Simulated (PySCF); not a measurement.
# Two-component Hartree-Fock for Nb⁴⁺ (niobium, charge +4)

Start: [Kr] 4d1; 4d5/2 filled at m_j = +5/2. Calculated with PySCF 2.14 in x2c-TZVPall-2c (8s9p7d1f, 77 functions): generalised Hartree-Fock with the X2C-1e Hamiltonian and a Gaussian nucleus; one run each with spin-orbit coupling (SO) screened by Boettger's factors, then bare. This is a chosen level, not necessarily the ground level.

| spinor shell | electrons | ε, screened SO (eV) | ε, bare SO (eV) | weight of nominal j (bare SO) | rms radius, bare SO (bohr) |
| --- | --- | --- | --- | --- | --- |
| 1s1/2 | 2 | -19133.9 | -19133.8 | 1.000 | 0.0415 |
| 2s1/2 | 2 | -2791.1 | -2791.1 | 1.000 | 0.171 |
| 2p1/2 | 2 | -2557.2 | -2560.8 | 1.000 | 0.149 |
| 2p3/2 | 4 | -2460.2 | -2458.6 | 1.000 | 0.154 |
| 3s1/2 | 2 | -536.99 | -536.99 | 1.000 | 0.471 |
| 3p1/2 | 2 | -447.30 | -447.91 | 1.000 | 0.470 |
| 3p3/2 | 4 | -430.90 | -430.65 | 1.000 | 0.481 |
| 3d3/2 | 4 | -272.73 | -273.32 | 0.999 | 0.471 |
| 3d5/2 | 6 | -269.92 | -269.54 | 0.999 | 0.475 |
| 4s1/2 | 2 | -117.91 | -117.92 | 1.000 | 1.21 |
| 4p1/2 | 2 | -88.785 | -88.870 | 0.940 | 1.32 |
| 4d5/2 | 1 | -49.808 | -49.773 | 1.000 | 1.74 |

(1) Where does 4p3/2 lie, and what is the 4p spin-orbit splitting (bare SO)?

```json
{"quantity": "E (hartree)", "screened SO": "-3814.48600", "bare SO": "-3814.53017"}
{"quantity": "M_J", "screened SO": "5/2", "bare SO": "5/2"}
{"quantity": "⟨J²⟩", "screened SO": "8.754", "bare SO": "8.754"}
{"quantity": "⟨L²⟩", "screened SO": "6.011", "bare SO": "6.012"}
{"quantity": "⟨S²⟩", "screened SO": "0.758", "bare SO": "0.759"}
```

Each row is a mean over spinors that exchange with the open shell spreads, by up to 4.326 eV (4p3/2).

Breit and QED terms are absent; they matter most for the inner s and p1/2 levels.

Densities and radii are taken from the X2C orbitals without a picture-change correction, which distorts them close to the nucleus.

Answers

(1) At -86.851 eV, 2.019 eV above 4p1/2.
